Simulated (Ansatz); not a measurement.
Pulling the pair apart

The pair of F⁻ (SMILES [F-], atom 1) and SiH3Cl (SMILES [SiH3]Cl, atoms 2–6), both closed shells, in one local arrangement (a lower one may exist), relaxed at PBE0-D4/def2-TZVPD:

```
atom    x (Å)    y (Å)    z (Å)
  F1  -0.9784  -0.5413  -1.5255
 Si2  -0.1024  -0.0567  -0.1597
 Cl3   1.1702   0.6475   1.8244
  H4   0.3162  -1.4281   0.2326
  H5   0.8523   0.8060  -0.9040
  H6  -1.2579   0.5726   0.5322
```

SiH3Cl is shifted rigidly along the line between the mean atom positions of the two fragments (negative: closer). Counterpoise interaction energies in kcal/mol. Ansatz 0.2.0; basis: def2-TZVPPD; cores frozen in the correlated methods.

```csv
shift (Å),PBE-D4,wB97M-V,MP2
-0.17,-88.04,-98.01,-95.77
-0.08,-96.53,-105.64,-103.79
0.00,-99.53,-107.81,-106.22
0.08,-99.10,-106.56,-105.16
0.20,-95.18,-101.52,-100.29
0.42,-83.63,-88.05,-86.99
0.85,-60.93,-62.52,-61.58
1.69,-33.09,-31.74,-31.28
```

(1) What does CCSD(T) give at these shifts? (Judge from chemistry; the value comes from the calculation.)

T1 diagnostic: at most 0.020.

Results:

(1) Computed: -95.36, -103.25, -105.56, -104.39, -99.40, -85.99, -60.75, -30.74 kcal/mol. For zero shift, CCSD(T) at an estimated basis limit (MP2 extrapolated from triple and quadruple zeta, plus CCSD(T) − MP2 in triple zeta) gives -108.92 kcal/mol. These are counterpoise interaction energies, counted from the two frozen fragments.

For scale, one of the runs: CCSD(T)/def2-TZVPPD, 190 basis functions, launched by `ansatz run in.yaml --threads 2 --pin off --events-out ev --progress --plain --max-ram 5222MiB`. Time: 58 s of wall clock on 2 CPU threads of an Arm Neoverse V1; the host was shared. Peak host memory: 1.9 GiB.
